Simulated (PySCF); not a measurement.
CHCl3, charge +1, doublet, geometry from GFN2-xTB (a state made from the parent by changing its charge; the spin is typed, not shown lowest); PBE/6-31G* run with PySCF.

Here is a job for PySCF.
```python
from pyscf import gto, scf, dft

mol = gto.M(
    atom='''
Cl
C  1 1.770246
Cl 2 1.770246 1 114.199530
Cl 2 1.770246 3 114.199531 1 -134.001141
H  2 1.116591 3 104.185608 1 112.999429
''',
    basis='6-31g*',
    charge=1,
    spin=1,
    verbose=4,
)

mf = dft.UKS(mol)
mf.xc = 'pbe'
mf.kernel()
```

It wrote (shortened):

```
PySCF version 2.14.0

[INPUT] verbose = 4
[INPUT] num. atoms = 5
[INPUT] num. electrons = 57
[INPUT] charge = 1
[INPUT] spin (= nelec alpha-beta = 2S) = 1
[INPUT] symmetry False subgroup None
[INPUT] Mole.unit = angstrom
[INPUT] Symbol           X                Y                Z      unit          X                Y                Z       unit  Magmom
[INPUT]  1 Cl     0.000000000000   0.000000000000   0.000000000000 AA    0.000000000000   0.000000000000   0.000000000000 Bohr   0.0
[INPUT]  2 C      1.770246000000   0.000000000000   0.000000000000 AA    3.345280113107   0.000000000000   0.000000000000 Bohr   0.0
[INPUT]  3 Cl     2.495897365669   0.000000000000   1.614682939780 AA    4.716562456139   0.000000000000   3.051308534193 Bohr   0.0
[INPUT]  4 Cl     2.495897352528  -1.161483357341  -1.121676167934 AA    4.716562431304  -2.194885443615  -2.119660757846 Bohr   0.0
[INPUT]  5 H      2.043882098507   0.996490043971  -0.422973213266 AA    3.862377397080   1.883093268962  -0.799303531100 Bohr   0.0

nuclear repulsion = 260.323124546525
number of shells = 32
number of NR pGTOs = 184
number of NR cGTOs = 70
basis = 6-31g*
ecp = {}

******** <class 'pyscf.dft.uks.UKS'> ********
method = UKS
initial guess = minao
damping factor = 0
level_shift factor = 0
DIIS = <class 'pyscf.scf.diis.CDIIS'>
diis_start_cycle = 1
diis_space = 8
diis_damp = 0
SCF conv_tol = 1e-09
SCF conv_tol_grad = None
SCF max_cycles = 50
direct_scf = True
direct_scf_tol = 1e-13
number electrons alpha = 29  beta = 28
XC library pyscf.dft.libxc version 7.1.2
    S. Lehtola, C. Steigemann, M. J. T. Oliveira, and M. A. L. Marques,  SoftwareX 7, 1–5 (2018)
XC functionals = pbe
    J. P. Perdew, K. Burke, and M. Ernzerhof,  Phys. Rev. Lett. 77, 3865 (1996)
    J. P. Perdew, K. Burke, and M. Ernzerhof,  Phys. Rev. Lett. 78, 1396 (1997)
    J. P. Perdew, K. Burke, and M. Ernzerhof,  Phys. Rev. Lett. 77, 3865 (1996)
    J. P. Perdew, K. Burke, and M. Ernzerhof,  Phys. Rev. Lett. 78, 1396 (1997)
radial grids:
    Treutler-Ahlrichs [JCP 102, 346 (1995); DOI:10.1063/1.469408] (M4) radial grids

becke partition: Becke, JCP 88, 2547 (1988); DOI:10.1063/1.454033
pruning grids: <function nwchem_prune>
grids dens level: 3
symmetrized grids: False
atomic radii adjust function: <function treutler_atomic_radii_adjust>
small_rho_cutoff = 0
Set gradient conv threshold to 3.16228e-05
tot grids = 80568
init E= -1418.95749876078

cycle= 1 E= -1418.15824499838  delta_E= 0.799  |g|= 0.329  |ddm|= 1.86
cycle= 2 E= -1417.84971452224  delta_E= 0.309  |g|= 0.874  |ddm|=  1.6
cycle= 3 E= -1418.21488518023  delta_E= -0.365  |g|= 0.0958  |ddm|= 0.68
cycle= 4 E= -1418.2160866336  delta_E= -0.0012  |g|= 0.0825  |ddm|= 1.26

cycle= 5 E= -1418.21927813783  delta_E= -0.00319  |g|= 0.0465  |ddm|= 0.054
cycle= 6 E= -1418.21844580961  delta_E= 0.000832  |g|= 0.058  |ddm|= 1.25

cycle= 7 E= -1418.21904516325  delta_E= -0.000599  |g|= 0.049  |ddm|= 0.0137

cycle= 8 E= -1418.21849641274  delta_E= 0.000549  |g|= 0.0581  |ddm|= 1.25

cycle= 9 E= -1418.21860153224  delta_E= -0.000105  |g|= 0.0575  |ddm|= 0.0433

cycle= 10 E= -1418.21904357812  delta_E= -0.000442  |g|= 0.051  |ddm|= 0.0143

cycle= 11 E= -1418.21839437406  delta_E= 0.000649  |g|= 0.0576  |ddm|= 1.25
cycle= 12 E= -1418.21800566671  delta_E= 0.000389  |g|= 0.0634  |ddm|= 0.0305
cycle= 13 E= -1418.21717410118  delta_E= 0.000832  |g|= 0.074  |ddm|= 1.25
cycle= 14 E= -1418.21813384125  delta_E= -0.00096  |g|= 0.0617  |ddm|= 1.25

cycle= 15 E= -1418.21908446625  delta_E= -0.000951  |g|= 0.0483  |ddm|= 0.0231

cycle= 16 E= -1418.21911367523  delta_E= -2.92e-05  |g|= 0.0479  |ddm|= 0.0168
cycle= 17 E= -1418.21675655023  delta_E= 0.00236  |g|= 0.0781  |ddm|= 1.25
cycle= 18 E= -1418.21605610402  delta_E= 0.0007  |g|= 0.0846  |ddm|= 0.0106
cycle= 19 E= -1418.21492939056  delta_E= 0.00113  |g|= 0.094  |ddm|= 0.0119

cycle= 20 E= -1418.21892470768  delta_E= -0.004  |g|= 0.0525  |ddm|= 0.0518
cycle= 21 E= -1418.21830536645  delta_E= 0.000619  |g|= 0.0594  |ddm|= 1.25
cycle= 22 E= -1418.21777110523  delta_E= 0.000534  |g|= 0.0653  |ddm|= 0.0267
cycle= 23 E= -1418.21734200978  delta_E= 0.000429  |g|= 0.0705  |ddm|= 0.0142
cycle= 24 E= -1418.21716951567  delta_E= 0.000172  |g|= 0.0724  |ddm|= 0.00406

cycle= 25 E= -1418.21867698727  delta_E= -0.00151  |g|= 0.0554  |ddm|= 1.25
cycle= 26 E= -1418.217290044  delta_E= 0.00139  |g|= 0.0716  |ddm|= 1.25

cycle= 27 E= -1418.21896943244  delta_E= -0.00168  |g|= 0.0501  |ddm|= 0.0319
cycle= 28 E= -1418.21531800809  delta_E= 0.00365  |g|= 0.0904  |ddm|= 1.25
cycle= 29 E= -1418.215084894  delta_E= 0.000233  |g|= 0.0923  |ddm|= 0.00527
cycle= 30 E= -1418.21671385963  delta_E= -0.00163  |g|= 0.0782  |ddm|= 0.0356
cycle= 31 E= -1418.21743640583  delta_E= -0.000723  |g|= 0.0707  |ddm|= 0.037
cycle= 32 E= -1418.21739770513  delta_E= 3.87e-05  |g|= 0.0706  |ddm|= 1.25

cycle= 33 E= -1418.21863399992  delta_E= -0.00124  |g|= 0.0554  |ddm|= 0.0361
cycle= 34 E= -1418.21649567269  delta_E= 0.00214  |g|= 0.0804  |ddm|= 1.25
cycle= 35 E= -1418.21697293321  delta_E= -0.000477  |g|= 0.0754  |ddm|= 1.25
cycle= 36 E= -1418.21502733757  delta_E= 0.00195  |g|= 0.0931  |ddm|= 0.0274
cycle= 37 E= -1418.21713512261  delta_E= -0.00211  |g|= 0.0742  |ddm|= 1.25
cycle= 38 E= -1418.21456160276  delta_E= 0.00257  |g|= 0.097  |ddm|= 0.0298
cycle= 39 E= -1418.21360674017  delta_E= 0.000955  |g|= 0.104  |ddm|= 0.011
cycle= 40 E= -1418.2161056316  delta_E= -0.0025  |g|= 0.0842  |ddm|= 0.0279

cycle= 41 E= -1418.21931264652  delta_E= -0.00321  |g|= 0.0472  |ddm|= 0.0682
cycle= 42 E= -1418.21598454998  delta_E= 0.00333  |g|= 0.0844  |ddm|= 1.25
cycle= 43 E= -1418.21648920694  delta_E= -0.000505  |g|= 0.0798  |ddm|= 0.0187
cycle= 44 E= -1418.21666368436  delta_E= -0.000174  |g|= 0.0781  |ddm|= 0.00573
cycle= 45 E= -1418.21626079306  delta_E= 0.000403  |g|= 0.082  |ddm|= 0.00838
cycle= 46 E= -1418.21850156528  delta_E= -0.00224  |g|= 0.0587  |ddm|= 1.25

cycle= 47 E= -1418.21863649422  delta_E= -0.000135  |g|= 0.0551  |ddm|= 1.25
cycle= 48 E= -1418.21765544776  delta_E= 0.000981  |g|= 0.0688  |ddm|= 1.25
cycle= 49 E= -1418.2170628731  delta_E= 0.000593  |g|= 0.075  |ddm|= 0.00913
cycle= 50 E= -1418.21366746983  delta_E= 0.0034  |g|= 0.103  |ddm|= 0.0411
SCF not converged.
SCF energy = -1418.21366746983 after 50 cycles  <S^2> = 0.75138347  2S+1 = 2.001383
```

The run did not converge; its last values are not results.
